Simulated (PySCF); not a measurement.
# Polarisability and C₆ of Co (cobalt, neutral)

[Ar] 3d9, 2D determinant (an excited configuration). Calculation: PySCF 2.14, in aug-cc-pwCVTZ-DK with one added diffuse shell each of s, p, d, f, g type (11s10p8d5f4g, 152 functions); the spin-free X2C one-electron Hamiltonian (Gaussian nucleus). Coupled (time-dependent) response in atomic units; α is the mean over directions.

```csv
method,mean α (bohr³),"α xx, yy, zz",C₆ (like pair),S(−4)
PW91,93.18,"70.53, 70.53, 138.5",353.3,196900
```

S(−4) is the Cauchy moment in α(ω) = α(0) + S(−4) ω² + …

α(iu) at PW91:

| u (hartree) | α(iu) (bohr³) |
| --- | --- |
| 0 | 93.18 |
| 0.0500 | 41.67 |
| 0.100 | 25.54 |
| 0.200 | 15.92 |
| 0.300 | 12.01 |
| 0.500 | 7.753 |
| 0.750 | 5.056 |
| 1.00 | 3.625 |
| 1.50 | 2.211 |
| 2.00 | 1.532 |
| 3.00 | 0.8915 |
| 5.00 | 0.4261 |

A single London oscillator, α(iu) = α/(1 + u²/ω²), gives C₆ = (3/4) ω α². Matching the computed C₆ needs ω = 4 × 353.3 / (3 × 93.18²) = 0.0543 hartree.

The components differ because the open shell of this determinant is not spherical; for a pure term their mean is the scalar polarisability.
